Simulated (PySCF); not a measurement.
Assignment exercise: C₂H₉B₂N

Atom-mapped SMILES (the numbers label the heavy atoms): `[BH2:1][N:2]([BH2:3])[CH2:4][CH3:5]`. Hydrogens are named by the atom that carries them.

PySCF 2.14.0 with density-fitted response routines calculation with geometry from PBE0-D3(BJ)/def2-SVP, σ from GIAO-PBE0/pcSseg-1 and B3LYP/pcJ-1 coupling constants (spin–dipole term only in couplings to heteroatoms); non-relativistic Hamiltonian, gas phase, single conformer, equivalent nuclei averaged.

Scale: TMS for ¹³C (184.41 ppm) and ¹H (31.27 ppm) (reference shieldings calculated alike).

Task: Assign these signals to the numbered atoms. ¹³C{¹H} NMR (computed): δ 55.6, 23.4.

Result: 
| δ (ppm) | atoms | environment | reason |
| --- | --- | --- | --- |
| 55.6 | C4 | sp3 CH2 bonded to N | deshielded by the electronegative neighbour |
| 23.4 | C5 | methyl carbon | saturated and bonded to C and H only |

Task: Assign these signals to the numbered atoms. ¹H NMR (600 MHz, computed): δ 5.67 (br, 4H), 3.48 (q, J = 8.0 Hz, 2H), 1.22 (t, J = 8.0 Hz, 3H).

Result: 
5.67 → H(B1)/H(B3), hydrogen on a boron bonded to N
3.48 → H(C4), hydrogen on an sp3 CH2 bonded to N: its carbon carries N, an electronegative neighbour
1.22 → H(C5), hydrogen on a methyl carbon

Hydrogens on boron are broadened and split by ¹¹B (spin 3/2, 80 %) and 10B (spin 3). Multiplet labels drop couplings under 1 Hz and merge nearly equal ones. Unscaled 3J(H,H) at this level run about 10 % above measured values. Shifts are as computed. Against solution values, carbons near 30 ppm lie about +2 ppm off and those near 130 ppm about +5 ppm. Of 1313 compounds with measured shifts, 239 miss one by over three times the rms of a fit or turn the order of signals round; such compounds aren't used in these exercises.
